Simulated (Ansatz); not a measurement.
One change: `[NH2][Sn]([F])([F])[Cl]` becomes `[NH2][Ge]([F])([F])[Cl]`.

Ansatz, PBE0-D4/def2-TZVP geometries, multiplicity 1. Each molecule was computed in one conformer, which needn't be the lowest.

Elements past krypton have def2 core potentials. Scalar relativity is left out up to krypton.

```
                               property  `[NH2][Sn]([F])([F])[Cl]`
     HOMO energy (PBE0/def2-TZVPP) / eV                      -8.92
      HOMO energy (PBE/def2-TZVPP) / eV                      -7.39
  LUMO energy (ωB97M-V/def2-TZVPP) / eV                      -0.29
      LUMO energy (PBE/def2-TZVPP) / eV                      -3.32
HOMO–LUMO gap (ωB97M-V/def2-TZVPP) / eV                      11.01
    LUMO energy (B3LYP/def2-TZVPP) / eV                      -2.70
```

Task: Give the same properties after the change, and the shifts. (An estimate is asked.)

Result: The calculation gave: 
| property | `[NH2][Ge]([F])([F])[Cl]` | shift |
| --- | --- | --- |
| HOMO energy (PBE0/def2-TZVPP) / eV | -8.89 | 0.03 |
| HOMO energy (PBE/def2-TZVPP) / eV | -7.31 | 0.08 |
| LUMO energy (ωB97M-V/def2-TZVPP) / eV | 1.13 | 1.42 |
| LUMO energy (PBE/def2-TZVPP) / eV | -1.86 | 1.46 |
| HOMO–LUMO gap (ωB97M-V/def2-TZVPP) / eV | 12.44 | 1.43 |
| LUMO energy (B3LYP/def2-TZVPP) / eV | -1.18 | 1.52 |

Positive LUMOs are unbound, so they and the gaps depend on the basis.

B3LYP here is the variant with VWN-RPA as its local correlation; programs differ in this.
